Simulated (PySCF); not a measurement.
Two species compared at the same levels of theory.

First species: C7H14Si2.
SMILES: `C#C[C@@H](C[SiH3])C[SiH2]C=C`

Second species: C7H11FO.
InChI=1S/C7H11FO/c1-6(2)4-7(6,3)5(8)9/h4H2,1-3H3/t7-/m1/s1

Levels: wB97X-D/def2-SVPD for dipole moment, HOMO energy, LUMO energy, HOMO–LUMO gap, static isotropic polarisability and electronic spatial extent ⟨r²⟩ about the centre of nuclear charge; TDDFT wB97X-D/def2-SVPD for lowest singlet excitation; TDA wB97X-D/def2-SVPD for lowest triplet excitation (Tamm–Dancoff); ΔSCF wB97X-D/def2-SVPD for vertical ionisation energy; PBE0-D3(BJ)/def2-SVP for rotational constant A and rotational constant C. Geometries: PBE0-D3(BJ)/def2-SVP. Each species is one conformer at its optimised geometry, gas phase, non-relativistic unless stated; the electronic structure was computed with PySCF and density fitting.

Dipoles, sizes and rotational constants follow the conformer. The torsions of the flexible species, by atom-mapped SMILES:
- `[CH:1]#[C:2][C@@H:3]([CH2:4][SiH3:5])[CH2:6][SiH2:7][CH:8]=[CH2:9]`: C2–C3–C4–Si5 -53°, C2–C3–C6–Si7 175°, C3–C6–Si7–C8 -165°, C6–Si7–C8–C9 117°
- `[CH3:1][C:2]1([CH3:3])[CH2:4][C@:5]1([CH3:6])[C:7](=[O:8])[F:9]`: C4–C5–C7–O8 -14°

(1) Which has the higher rotational constant A?

(2) Which of the two has the higher S1 energy, and by how much?

(3) Which of the two has the higher HOMO energy, and by how much?

(4) Which has the higher rotational constant C?

(5) Which of the two has the higher T1 energy, and by how much?

(6) Which has the higher HOMO–LUMO gap?

(7) Which of the two has the higher ⟨r²⟩, and by how much?

(8) Which has the higher static isotropic polarisability?

Answers

(1) The second: 2.347 GHz against 2.110 GHz, a difference of 0.237 GHz.

(2) The first: 6.55 eV against 6.02 eV, a difference of 0.53 eV.

(3) The first: -9.51 eV against -9.91 eV, a difference of 0.40 eV.

(4) The second: 1.114 GHz against 0.398 GHz, a difference of 0.716 GHz.

(5) The second: 5.49 eV against 4.35 eV, a difference of 1.14 eV.

(6) The second: 11.29 eV against 10.79 eV, a difference of 0.50 eV.

(7) The first: 2786 bohr² against 1176 bohr², a difference of 1610 bohr².

(8) The first: 138.7 au against 84.4 au, a difference of 54.3 au.

On the first: The ΔSCF ionisation energy exceeds −ε(HOMO) by 0.12 eV with wB97X-D. The principal polarisabilities are 111.8, 132.2 and 172.2 au; their mean is the isotropic value.

On the second: The polarisability is 12.50 Å³ as a volume (1 au = 0.148185 Å³), or 1.21 au for each of the 70 electrons.
